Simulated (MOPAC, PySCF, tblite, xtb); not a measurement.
Breaking a bond: BF, singlet. Each curve is given relative to its own lowest point near equilibrium.

```
R / Å      A      B       C      D
-----  -----  -----  ------  -----
0.96   709.6  647.1   591.4  598.4
1.01   462.7  403.3   416.2  340.9
1.07   258.2  213.4   243.9  153.9
1.14   111.5   86.6   101.1   43.7
1.19    50.4   37.3    38.1    9.7
1.23    21.0   14.7     9.7    0.0
1.26     8.0    5.2     0.0    0.1
1.31     0.0    0.0     2.8   10.3
1.35     3.2    2.9    18.9   24.9
1.38     9.9    8.2    37.3   38.6
1.48    51.0   38.2   121.7   93.5
1.58   108.6   78.7   216.3  154.8
1.71   192.2  137.1   325.9  234.3
1.89   305.9  218.9   448.7  336.2
2.06   402.1  291.6   551.2  421.1
2.28   507.5  374.3   665.6  513.0
2.52   600.8  446.7   758.5      —
2.81   687.5      —   835.2      —
3.09   746.6      —   886.6      —
3.43   788.2      —   931.9      —
3.75   801.2      —   964.1      —
4.45   765.6      —  1014.3      —
5.07   693.3      —  1045.1      —
```

Energies in kJ/mol.

**Question.** Which curve belongs to which method? The methods are MOPAC with AM1, restricted, heats of formation; GFN1-xTB (xtb 6.7.1); GFN2-xTB, 300 K electronic temperature (tblite); restricted MP2 (frozen core)/3-21G run with PySCF.

**Answer.** A is RMP2/3-21G; B is GFN1-xTB; C is AM1; D is GFN2-xTB.

A dash means that the run gave no value there, or that the column was ended at a point which the program doubted or which failed a test of continuity chosen for this set; such a test can also cut sound points.

The restricted form behind AM1, RMP2/3-21G keeps the bonding electrons paired and can't separate into open-shell fragments.
